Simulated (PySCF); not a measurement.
C2H4ClNSi, SMILES Cl[SiH2]CC#N.

The structure is a stationary point at PBE-D3(BJ)/def2-SVP. The structure was generated by enumeration, and PubChem lists no compound with its InChIKey, so it may never have been made. The values are those of a single conformer.

These are PBE-D3(BJ)/def2-SVP (PySCF) values and carry that method's errors.

Frequencies are harmonic and unscaled.

Task: Estimate the vibrational spectrum. (The exact figures need the calculation; the answer reports its results.)

Result: 
| mode | ν (cm⁻¹) | IR (km/mol) | moving atoms (share of kinetic energy) |
|---|---|---|---|
| 1 | 55 | 3.4 | N 36 %, Cl 34 %, C 12 %, Si 10 %, H 9 % |
| 2 | 120 | 1.7 | N 31 %, C 23 %, H 22 %, Si 15 %, Cl 10 % |
| 3 | 201 | 6.3 | C 29 %, Si 24 %, H 19 %, Cl 16 %, N 11 % |
| 4 | 363 | 0.2 | C 52 %, H 29 %, N 19 % |
| 5 | 445 | 3.0 | C 57 %, H 24 %, N 10 %, Si 9 % |
| 6 | 526 | 33.9 | Si 35 %, Cl 27 %, H 25 %, C 11 % |
| 7 | 546 | 37.4 | Si 32 %, H 31 %, Cl 18 %, C 14 % |
| 8 | 652 | 5.2 | H 53 %, C 32 %, Si 12 % |
| 9 | 661 | 9.8 | H 80 %, C 14 % |
| 10 | 760 | 26.2 | H 56 %, C 33 %, Si 10 % |
| 11 | 860 | 206.3 | H 80 %, Si 11 %, C 9 % |
| 12 | 913 | 105.5 | H 94 % |
| 13 | 960 | 1.3 | C 45 %, H 33 %, N 22 % |
| 14 | 1112 | 6.5 | H 87 %, C 12 % |
| 15 | 1140 | 21.0 | H 56 %, C 41 % |
| 16 | 1348 | 11.8 | H 89 %, C 11 % |
| 17 | 2187 | 88.7 | H 97 % |
| 18 | 2208 | 77.9 | H 96 % |
| 19 | 2292 | 20.4 | C 63 %, N 37 % |
| 20 | 2979 | 2.5 | H 95 % |
| 21 | 3040 | 1.3 | H 91 %, C 9 % |
